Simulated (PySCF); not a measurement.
**Excitation energy of B by level of theory**

B [He] 2s2 2p1 (2P) → B [He] 2s2 3s1 (2S), as a difference of total energies. All numbers are calculated (PySCF 2.14, scalar relativity by spin-free X2C-1e, in aug-cc-pCVTZ-DK). Correlated levels: valence: 1s2 frozen. The calculations carry no spin-orbit coupling.

| method | excitation energy (eV) |
| --- | --- |
| UHF | 5.036 |
| MP2 (valence) | 5.104 |
| SCS-MP2 (valence) | 5.089 |
| CCSD (valence) | 4.955 |
| CCSD(T) (valence) | 4.971 |

Task: How much does correlation contribute at CCSD(T) (valence)?

Result: 4.971 − (5.036) = -0.065 eV, measured against UHF.

Errors of the correlated levels include the incompleteness of this basis and the frozen core.

For comparison: 4.963 eV (measured; NIST levels, between the centres of gravity of the two terms).
